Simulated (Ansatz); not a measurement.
Gas-phase electronic energies from Ansatz, PBE0-D4/def2-TZVP geometries. CBS: MP2 limit from def2 TZ/QZ plus the TZ coupled-cluster correction, frozen cores. This one scheme is used for every species. Functionals use def2-TZVPP. One conformer a species, not always the lowest.

`[OH][Al]([F])[SH]` + CH₃OH → `C[O][Al]([OH])[SH]` + H–F  (ligand exchange at the Al–F bond)

`[OH][Al]([F])[SH]`:

Cartesian coordinates in Å:
```
O 0.200 1.358 -1.139
Al 0.251 0.259 0.130
F 1.246 0.585 1.394
S -0.929 -1.558 0.170
H -0.340 1.268 -1.922
H -0.428 -1.913 1.367
```

CH₃OH:

Cartesian coordinates in Å:
```
C 0.273 -0.094 0.209
O -1.053 0.260 -0.112
H 0.307 -0.262 1.286
H 0.989 0.700 -0.035
H 0.591 -1.019 -0.290
H -1.107 0.415 -1.057
```

`C[O][Al]([OH])[SH]`:

Z-matrix (Å, degrees):
```
C
O 1 1.397
H 1 1.095 2 110.0
H 1 1.095 2 110.0 3 118.9
H 1 1.097 2 112.7 3 -120.6
Al 2 1.673 1 135.4 3 119.5
S 6 2.183 2 118.3 1 0.2
O 6 1.685 2 117.7 1 -179.8
H 7 1.344 6 93.7 2 179.9
H 8 0.954 6 124.7 2 180.0
```

H–F:

Z-matrix (Å, degrees):
```
F
H 1 0.920
```

| level | ΔE (kJ/mol) |
| --- | --- |
| PBE0-D4 | 52.2 |
| MP2/def2-SVP | 57.5 |

(1) What does CCSD(T)/CBS give? (Best estimate.)

Largest T1 diagnostic among the species: 0.012.

## Answers

(1) Ansatz gave: +52.3 kJ/mol. The listed levels differ from it by -0.1, 5.2 kJ/mol.

The D4 term adds −7.1 kJ/mol with B3LYP and −4.1 kJ/mol with PBE0; it sums over pairs of atoms, weighted by their polarisabilities, and B3LYP, whose exchange is more repulsive, gets the larger term. Leaving LDA and LC-ωPBE aside and taking each functional with its dispersion term where it has one, the values, not all of them listed here, spread over 7.6 kJ/mol, from revPBE-D4 to B97M-V. LDA lies −7.7 kJ/mol from PBE without D4.

B3LYP here is the variant with VWN-RPA as its local correlation; programs differ in this.
